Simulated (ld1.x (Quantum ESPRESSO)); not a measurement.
**Cutoff test, hydrogen, TM**

```
Element                 : H (Z = 1)
Generator               : ld1.x (Quantum ESPRESSO) 7.5
Type                    : norm-conserving Troullier–Martins (Kleinman–Bylander form)
Functional              : BLYP
Relativity              : fully relativistic
Frozen core             : none
Valence charge          : 1
Reference configuration : 1s1
Partial waves           : 2p channel at -0.15 Ry: rc 0.80 bohr; 1s (bound): rc 1.00 bohr
Local potential         : the s channel
Core correction         : none
```

Open shells are filled in proportion to 2j + 1 (rel_dist='average').

The pseudo-atom Hamiltonian at the reference potential is diagonalised in spherical Bessel functions j_l(qr) that vanish at 20 bohr, with q² up to the cutoff. All-electron valence levels (Ry): 1s -0.4801.

How do the lowest levels (Ry) of each channel move with the cutoff, and are there ghosts?

| cutoff (Ry) | p1/2 #1 | p1/2 #2 | p3/2 #1 | p3/2 #2 | s #1 | d #1 | d #2 | f #1 | f #2 | Σ f·Δε (mRy) |
| --- | --- | --- | --- | --- | --- | --- | --- | --- | --- | --- |
| 8 | 0.0223 | 0.0990 | 0.0223 | 0.0990 | -0.4177 | 0.0737 | 0.1787 | 0.1183 | 0.2509 | 62.4 |
| 10 | 0.0222 | 0.0989 | 0.0222 | 0.0989 | -0.4317 | 0.0737 | 0.1787 | 0.1183 | 0.2509 | 48.4 |
| 15 | 0.0222 | 0.0989 | 0.0222 | 0.0989 | -0.4516 | 0.0737 | 0.1787 | 0.1182 | 0.2509 | 28.4 |
| 18 | 0.0222 | 0.0989 | 0.0222 | 0.0989 | -0.4615 | 0.0737 | 0.1787 | 0.1182 | 0.2509 | 18.6 |
| 21 | 0.0222 | 0.0989 | 0.0222 | 0.0989 | -0.4663 | 0.0737 | 0.1787 | 0.1182 | 0.2509 | 13.8 |
| 30 | 0.0222 | 0.0989 | 0.0222 | 0.0989 | -0.4740 | 0.0737 | 0.1787 | 0.1182 | 0.2509 | 6.0 |
| 35 | 0.0222 | 0.0989 | 0.0222 | 0.0989 | -0.4766 | 0.0737 | 0.1787 | 0.1182 | 0.2509 | 3.4 |
| 40 | 0.0222 | 0.0989 | 0.0222 | 0.0989 | -0.4782 | 0.0737 | 0.1787 | 0.1182 | 0.2509 | 1.8 |
| 45 | 0.0222 | 0.0989 | 0.0222 | 0.0989 | -0.4789 | 0.0737 | 0.1787 | 0.1182 | 0.2509 | 1.1 |
| 55 | 0.0222 | 0.0989 | 0.0222 | 0.0989 | -0.4797 | 0.0737 | 0.1787 | 0.1182 | 0.2509 | 0.3 |
| 60 | 0.0222 | 0.0989 | 0.0222 | 0.0989 | -0.4799 | 0.0737 | 0.1787 | 0.1182 | 0.2509 | 0.2 |
| 400 | 0.0222 | 0.0989 | 0.0222 | 0.0989 | -0.4801 | 0.0737 | 0.1787 | 0.1182 | 0.2509 | 0.0 |

Result: no extra level below or beside the all-electron valence levels (p1/2, p3/2, s, d, f tested); 10 mRy is reached at 30 Ry and 1 mRy at 50 Ry.
